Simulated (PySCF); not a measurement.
A side-by-side comparison of computed properties.

First species: C5H13NSi.
Z-matrix (Å and degrees, GFN2-xTB geometry), rows numbered from 1:
```
C 
C   1  1.5237
C   2  1.5270  1  112.03
C   3  1.5117  2  112.04  1  -178.96
C   4  1.5495  3  116.68  2   164.29
Si  5  1.8759  4   66.14  3  -116.04
N   6  1.7230  4  125.03  5    99.19
H   1  1.0880  2  110.52  3    60.13
H   1  1.0878  2  110.70  3  -179.75
H   1  1.0882  2  110.50  3   -59.62
H   2  1.0927  1  109.41  3   121.28
H   2  1.0929  1  109.69  3  -120.90
H   3  1.0955  2  109.12  1    59.34
H   3  1.0927  2  109.11  1   -57.87
H   4  1.0880  3  111.46  2   -63.05
H   5  1.0818  4  116.20  6  -114.78
H   5  1.0812  4  114.85  6   113.47
H   6  1.4493  4  120.52  5  -107.96
H   7  1.0074  6  118.28  4    91.24
H   7  1.0072  6  118.18  4   -44.85
```

Second species: C5H9NOSi.
InChI=1S/C5H9NOSi/c6-3-4-1-2-5(4)8-7/h4-5,7H,1-2,8H2/t4-,5-/m0/s1

Levels: PBE0/def2-SVPD for dipole moment, HOMO energy, LUMO energy, HOMO–LUMO gap, static isotropic polarisability and electronic spatial extent ⟨r²⟩ about the centre of nuclear charge; TDDFT PBE0/def2-SVPD for lowest singlet excitation; TDA PBE0/def2-SVPD for lowest triplet excitation (Tamm–Dancoff); GFN2-xTB for rotational constant A and rotational constant C. Geometries: GFN2-xTB. Each structure is a single optimised conformer of the isolated species, non-relativistic unless stated; the electronic structure was computed with PySCF and density fitting.

The conformers computed, where there is a choice (atom-mapped SMILES and torsion angles):
- `[CH3:1][CH2:2][CH2:3][C@@H:4]1[CH2:5][Si@H:6]1[NH2:7]`: C1–C2–C3–C4 -179°, C2–C3–C4–C5 164°, H–N7–Si6–C5 149°, H–N7–Si6–C5 13°
- `[N:1]#[C:2][C@@H:3]1[CH2:4][CH2:5][C@@H:6]1[SiH2:7][OH:8]`: C5–C6–Si7–O8 -48°, H–O8–Si7–C6 -61°

(1) Which has the higher HOMO–LUMO gap?

(2) Which has the higher HOMO energy?

(3) Which of the two has the higher LUMO energy, and by how much?

(4) Which has the higher S1 energy?

(5) Which has the higher rotational constant C?

(6) Which has the higher T1 energy?

(7) Which of the two has the higher ⟨r²⟩, and by how much?

(8) Which has the higher static isotropic polarisability?

Answers

(1) The second: 8.19 eV against 6.57 eV, a difference of 1.62 eV.

(2) The first: -6.15 eV against -8.13 eV, a difference of 1.98 eV.

(3) The first: 0.42 eV against 0.06 eV, a difference of 0.36 eV.

(4) The second: 6.98 eV against 5.40 eV, a difference of 1.58 eV.

(5) The second: 1.161 GHz against 0.856 GHz, a difference of 0.305 GHz.

(6) The second: 6.28 eV against 4.86 eV, a difference of 1.42 eV.

(7) The first: 1427 bohr² against 1102 bohr², a difference of 325 bohr².

(8) The first: 95.7 au against 85.8 au, a difference of 9.9 au.

On the first: No computed singlet falls in the visible range (750 to 380 nm, 1.65 to 3.26 eV); S1 lies 2.14 eV above its blue end. The vertical singlet–triplet gap S1 − T1 is 0.54 eV (TDDFT singlet less Tamm–Dancoff triplet; S1: HOMO→LUMO, weight 0.94; T1: HOMO→LUMO, weight 0.68).

On the second: The dipole equals about 13.9 × 10⁻³⁰ C·m (1 D = 3.33564 × 10⁻³⁰ C·m). A dipole of 4.16 D is allowed in C1, and pure rotational transitions are dipole-allowed.
